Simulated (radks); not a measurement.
Question: The mean radii <r> (bohr) of the occupied orbitals of an atom or ion are listed with their occupations. Method: scalar-relativistic Kohn-Sham, BLYP, spin-polarised, spherical densities, finite nucleus; Fermi nuclear charge, rms radius of each element as measured or else 0.836 A^(1/3) + 0.57 fm; computed with a radial shooting solver on a logarithmic mesh with Libxc functionals.

orbital  occ.      <r>
1s up       1  0.02111
1s down     1  0.02111
2s up       1  0.08852
2s down     1  0.08850
2p up       3  0.07810
2p down     3  0.07809
3s up       1   0.2128
3s down     1   0.2128
3p up       1   0.2072

Name the element and its charge. Open shells, if any, are filled with parallel spins first.

Answer: Z = 66, dysprosium, charge +53: Dy53+ in [Ne] 3s2 3p1. The 1s radius gives Z: for a bare nucleus <r> = (2 gamma + 1)/(2Z) with gamma = sqrt(1 - (Z/c)^2), 0.02085 bohr for Z = 66, and screening makes it slightly larger (0.02111 here). The occupations add up to 13, and the charge is Z minus that.
